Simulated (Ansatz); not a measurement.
```xyz
8

F     1.007   -1.215   -2.241
Ga    0.608   -1.419   -0.556
Cl   -1.536   -0.528   -0.343
Ga   -0.624    1.345    0.703
F    -0.695    2.603   -0.503
Cl    1.519    0.449    0.499
H     0.792   -2.707    0.269
H    -1.070    1.472    2.172
```

The species carries charge 0 and has multiplicity 1.

Question: List the PBE/def2-TZVPP orbital energies in eV (Ansatz 0.2.0). (An estimate is asked.)

Answer: Computed: Occupied: -10094.86, -10094.86, -2740.10, -2740.10, -1234.68, -1234.68, -1094.37, -1094.37, -1094.34, -1094.34, -1094.27, -1094.27, -659.03, -659.03, -250.67, -250.67, -191.31, -191.31, -191.28, -191.28, -191.18, -191.18, -144.59, -144.59, -99.14, -99.14, -99.05, -99.05, -98.89, -98.89, -28.30, -28.30, -21.94, -21.91, -21.20, -21.18, -21.15, -21.05, -21.05, -21.04, -21.03, -20.87, -20.66, -20.35, -12.70, -12.38, -10.48, -10.38, -10.12, -9.88, -9.45, -9.43, -8.99, -8.85, -8.74, -8.66, -8.49, -8.34. Lowest empty: -1.81, -1.67, -1.53, -0.57, -0.37, -0.05, 1.46, 2.52.
